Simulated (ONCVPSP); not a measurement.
N (Z = 7): one change to an ONCV potential, before and after

ONCVPSP 4.0.1 input, shortened (lines: element, Z, core and valence counts, functional; n l f; lmax; l rc ep ncon nbas qcut; lloc lpopt rc5 dvloc0; l nproj debl; icmod fcfact rcfact), PBEsol, scalar-relativistic:

```
  N 7.00    1    2  -116133      upf
    1    0    2.00
    2    0    1.00
    2    1    4.00
    1
    0    1.10    0.00    4    8    6.40
    1    1.90    0.00    4    7    8.90
    0    5    1.10    0.00
    0    0    3.20
    1    2    0.50
    3    5.25    1.30
```

Change: all radii but the core radius scaled by about 1.11 (s 1.22, p 2.12 bohr).

Cutoffs: the cutoffs (Ha) at which the residual kinetic energy of the hardest occupied pseudo-wave falls to 1 and 0.1 mHa per electron; they do not see the model core or the augmentation charge, which bear on the density cutoff. Errors are all-electron minus pseudo energies relative to the spin-unpolarised reference configuration.

What does the change do?

The potential gets softer (23 Ha and 125 Ha → 20 Ha and 86 Ha); of the 4 tests that both files solve, the error grows in 2 and shrinks in 2 by more than 15 % and 0.3 meV (median size 49.2 → 63.1 meV); neither file shows a bound ghost. A larger radius leaves more room for a smooth pseudo-wave, so fewer plane waves are needed.

| quantity | base | changed |
| --- | --- | --- |
| cutoff, loose | 23 Ha | 20 Ha |
| cutoff, tight | 125 Ha | 86 Ha |
| loose cutoff by channel | s 23 Ha, p 22 Ha | s 19 Ha, p 20 Ha |
| bound ghosts | none | none |
| GHOST(+) flags under 300 eV | none | none |
| error for 2s2 2p3, meV [ΔE -11.43 eV] | +3.7 | -0.5 |
| error for 2s2 2p2, meV [ΔE 2.09 eV] | +94 | +126 |
| error for 2s2 2p1, meV [ΔE 30.82 eV] | +449 | +610 |
| error for 2s0 2p5, meV [ΔE 11.46 eV] | +3.9 | 0.0 |
| rms error of d²Exc/dni dnj with the model core, mHa | 1.46 | 1.54 |
